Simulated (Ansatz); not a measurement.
Born–Oppenheimer molecular dynamics of a periodic cell of 36 atoms, H$_{4}$CO (contents 6 CH3OH, density as packed 0.79 g/cm³ with natural masses). It starts from a partly relaxed structure (largest force component 0.22 eV/Å).

Theory: DFT r2SCAN-D3(BJ), scalar-relativistic, plane waves, PAW in Ansatz. Settings: cutoff 500 eV, k mesh 1x1x1, fermi-dirac smearing 0.02 eV, no spin polarisation.

```json
{
 "ensemble": "NVT, Langevin thermostat",
 "time step": "0.5 fs",
 "steps asked": "30",
 "set temperature": "250 K",
 "friction": "0.02 /fs",
 "seed": "686914"
}
```

First frame:

```xyz
36
Lattice="7.3803 0.0000 0.0000 0.0000 7.3803 0.0000 0.0000 0.0000 7.3803" Properties=species:S:1:pos:R:3
C 0.829 -0.001 0.166
O 0.670 0.066 1.582
H 0.269 -0.869 -0.176
H 1.202 0.803 1.898
H 0.441 0.894 -0.332
H 1.879 -0.128 -0.116
C 3.023 4.588 0.859
O 4.118 5.295 1.423
H 3.193 4.532 -0.223
H 4.221 5.078 2.364
H 2.958 3.558 1.227
H 2.062 5.091 1.045
C 5.068 1.664 0.723
O 4.353 1.670 -0.522
H 4.492 2.260 1.429
H 4.885 1.163 -1.144
H 5.186 0.649 1.113
H 6.053 2.131 0.618
C 2.359 2.432 3.828
O 1.896 2.301 5.176
H 1.500 2.753 3.232
H 2.656 2.150 5.763
H 3.140 3.194 3.745
H 2.739 1.477 3.438
C 1.653 5.708 4.585
O 0.643 4.853 5.113
H 1.350 6.739 4.779
H 1.032 3.971 5.261
H 2.622 5.532 5.066
H 1.763 5.586 3.502
C 5.580 6.697 4.154
O 5.301 5.303 4.246
H 4.656 7.200 3.858
H 6.152 4.907 4.512
H 5.914 7.096 5.125
H 6.354 6.909 3.405
```

(1) What does the run give?

(2) What happens to the structure?

(3) How do temperature and energy run in time?

## Answers

(1) All steps were run.

* steps done: 30
* time covered: 15 fs
* mean temperature over the second half: 164 K
* spread of the potential energy over the second half: 3.0 meV per atom
* mean potential energy of the second half above the start: 15.5 meV per atom

The mean temperature of the second half is 35 % below the set value. A run of 0.015 ps of so small a system gives no equilibrium averages. Limits of this set-up: coarse k mesh.

(2) Mean squared displacements from the first frame to the last, about the centre of mass: C 0.00 Å², O 0.00 Å², H 0.02 Å². Another seed would give other details.

(3) 
```csv
time (fs),T (K),potential energy less start (eV)
0.0,243,0.000
1.0,218,0.120
2.0,174,0.352
3.0,149,0.512
4.0,147,0.540
5.0,140,0.535
6.0,132,0.613
7.0,114,0.736
8.0,114,0.763
9.0,153,0.659
10.0,183,0.515
11.0,189,0.439
12.0,183,0.459
13.0,166,0.520
14.0,172,0.535
15.0,171,0.520
```

Time of the run: 14 min on 1 thread of Arm Neoverse V1 (shared host), peak memory 1.1 GiB.
